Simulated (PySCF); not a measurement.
BH7N2Si.
Cartesian coordinates in Å at the PBE0-D3(BJ)/def2-SVP level; atoms count from 1:
```
atom  x, y, z in Å
B1     2.043    0.141   -0.486
N2     0.876    0.235    0.283
Si3   -0.648   -0.607    0.028
N4    -1.938    0.533    0.047
H5     3.021    0.786   -0.175
H6     2.057   -0.583   -1.457
H7     0.899    0.866    1.081
H8    -0.955   -1.545    1.150
H9    -0.442   -1.372   -1.236
H10   -2.824    0.295    0.476
H11   -2.052    1.223   -0.687
```

Level of theory: core-valence-separated Tamm–Dancoff BHandHLYP/aug-pcX-1 (pcseg-1 on H, def2-SVPD on Si) in PySCF, non-relativistic, gas phase, PBE0-D3(BJ)/def2-SVP geometry. The energies are unshifted.

The lowest roots of each edge with f over 0.003 (five at most, numbered afresh; weaker and dark ones are left out), with transition dipoles (au) in the frame of the coordinates:

```tsv
root	edge	E (eV)	f	μx	μy	μz
1	N	398.22	0.0295	-0.0186	0.0413	-0.0311
2	N	399.00	0.0070	0.0236	-0.0051	0.0115
3	N	399.49	0.0144	-0.0038	0.0209	0.0320
4	N	399.96	0.0306	-0.0264	-0.0384	0.0308
5	N	400.35	0.0201	-0.0028	0.0252	0.0375
6	B	186.69	0.0810	-0.0427	0.1011	-0.0753
7	B	190.47	0.0078	-0.0368	-0.0175	0.0015
8	B	191.08	0.0050	-0.0149	0.0243	0.0160
9	B	191.12	0.0083	-0.0119	-0.0052	-0.0401
10	B	191.37	0.0110	0.0155	0.0401	0.0225
```

Molecules are fixed in this frame and the field points along (0, 1, 1)/√2. What effective strengths 3 f cos²θ do the roots have (θ between field and μ)?

root 1 (N2): 0.002, root 2 (N4): 0.001, root 3 (N2): 0.041, root 4 (N4): 0.001, root 5 (N4): 0.058, root 6 (B1): 0.005, root 7 (B1): 0.002, root 8 (B1): 0.011, root 9 (B1): 0.014, root 10 (B1): 0.028. Root 5 is the strongest. Averaged over all orientations cos²θ is 1/3, which gives f back.

Hardware: one thread of an Arm Neoverse V1, no GPU (shared host). Cost: 5.8 s wall, 0.64 GiB resident at most.

One conformer stands for the species.
